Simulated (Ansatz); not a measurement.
`N[SiH2][TeH]` → `N[SiH]` + H₂Te at 700 K and 1 bar (silylene formation by 1,1-elimination).

Program: Ansatz. Geometries: PBE0-D4/def2-TZVP. ΔE: electronic, gas phase. CCSD(T)/CBS adds triple-zeta CCSD(T) − MP2 to the extrapolated MP2 energy (def2 sets, frozen cores). This one scheme is used for every species. def2 core potentials past Kr. For Te outer-core shells are correlated without core-valence functions, which leaves a few kJ/mol of doubt a bond. Each species was taken in one conformer, which may not be the lowest.

| species | CCSD(T)/CBS energy (Eh) | H − E (kJ/mol) | S (J/(mol·K)) |
| --- | --- | --- | --- |
| `N[SiH2][TeH]` | -614.55865 | 196.4 | 427.7 |
| `N[SiH]` | -345.56329 | 124.5 | 297.7 |
| H₂Te | -268.91024 | 57.2 | 261.6 |

H − E and S are ideal-gas, rigid-rotor, harmonic terms from PBE0-D4/def2-TZVP, for one conformer and one mirror image of each species. 1 Eh = 2625.50 kJ/mol, R = 8.31446 J/(mol·K).

By hand: ΔE, ΔH, ΔS and ΔG.

ΔE = (-345.56329) + (-268.91024) − (-614.55865) = 0.08512 Eh = 223.5 kJ/mol. Δ(H − E) = 124.5 + 57.2 − 196.4 = -14.7, so ΔH = 208.8 kJ/mol. ΔS = 297.7 + 261.6 − 427.7 = 131.6 J/(mol·K). ΔG = 208.8 − 700 × (131.6)/1000 = 116.7 kJ/mol.

By hand: the equilibrium constant, and the temperature at which ΔG would vanish if ΔH and ΔS stayed fixed.

log₁₀ K = −ΔG/(RT ln 10) = -8.7. ΔG = 0 at ΔH/ΔS = 1587 K.

The number of gas molecules changes by +1, which sets the sign of ΔS. A doubt of 5 kJ/mol in ΔE shifts log₁₀ K by 0.4 here. Other conformers and mirror images would add mixing entropy, several J/(mol·K) or more a flexible species. These are equilibria of isolated gas molecules and say nothing of rates. Largest T1 diagnostic: 0.015 (customary marks: 0.02 for closed shells, 0.045 for open ones).
